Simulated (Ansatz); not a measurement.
AlH5N2S, SMILES `[NH2][Al]([NH2])[SH]`, one more setting.

```yaml
crystal:
  periodic: [false, false, false]
  atoms:
    - {symbol: N, position_ang: [-0.333367, 1.123465, -1.020110]}
    - {symbol: Al, position_ang: [-0.067311, -0.155269, 0.167345]}
    - {symbol: N, position_ang: [1.403688, -1.127799, 0.168833]}
    - {symbol: S, position_ang: [-1.572721, -0.590682, 1.698035]}
    - {symbol: H, position_ang: [-1.199348, 1.619232, -1.146758]}
    - {symbol: H, position_ang: [0.351506, 1.445464, -1.683627]}
    - {symbol: H, position_ang: [1.646776, -1.784232, 0.891663]}
    - {symbol: H, position_ang: [2.111334, -1.118836, -0.546267]}
    - {symbol: H, position_ang: [-2.251959, 0.542458, 1.453686]}
basis:
  gaussian: {orbitals: def2-SVP}
hamiltonian: {xc: {name: wB97M-V}}
accuracy: high
output: {forces: true}
```

```sh
$ ansatz run in.yaml --threads 4 --pin off --events-out ev --progress --plain --max-ram 10444MiB
```

It prints (some lines left out):

```
Functional definition: wB97M-V
1974 factors; integrals over basis functions are off by at most 2.1e-8 eV
398 factors; integrals over basis functions are off by at most 1.3e-9 eV
mean field evaluation 1: about -20478.9568 eV, gradient 6.2e1 eV
mean field evaluation 2: about -20479.7509 eV, gradient 5.9e1 eV
mean field evaluation 4: about -20486.8629 eV, gradient 1.1e0 eV
mean field evaluation 8: about -20486.9671 eV, gradient 3.6e-2 eV
mean field evaluation 16: about -20486.9671 eV, gradient 1.2e-5 eV
mean field -20486.96709805 eV, -752.8821542883 hartree, gradient 3.0e-8 eV, S^2 0.000000; 0 other end points of the search recorded, 0 dependent functions left out
reference -20486.96710270 eV, -752.8821544592 hartree; 24, 24 occupied and 65, 65 virtual orbitals, 1974 factors
Total energy: -20486.96710270 eV, -752.8821544592 hartree
Atom 0 at    -0.333367     1.123465    -1.020110 Å, force     0.021675    -0.199051     0.214923 eV/Å
Atom 1 at    -0.067311    -0.155269     0.167345 Å, force    -0.055010    -0.053024     0.076907 eV/Å
Atom 2 at     1.403688    -1.127799     0.168833 Å, force    -0.230680     0.162589    -0.002689 eV/Å
Atom 3 at    -1.572721    -0.590682     1.698035 Å, force     0.034130    -0.131816     0.050529 eV/Å
Atom 4 at    -1.199348     1.619232    -1.146758 Å, force    -0.296165     0.205530    -0.090503 eV/Å
Atom 5 at     0.351506     1.445464    -1.683627 Å, force     0.217056     0.146928    -0.245830 eV/Å
Atom 6 at     1.646776    -1.784232     0.891663 Å, force     0.123851    -0.239915     0.243680 eV/Å
Atom 7 at     2.111334    -1.118836    -0.546267 Å, force     0.274064    -0.031940    -0.235209 eV/Å
Atom 8 at    -2.251959     0.542458     1.453686 Å, force    -0.088921     0.140699    -0.011808 eV/Å
Dipole moment:     0.237164     0.229619    -0.364823 e Å
```

Run time 21 s (4 threads of an Arm Neoverse V2 on a shared host); peak host memory 0.62 GiB.
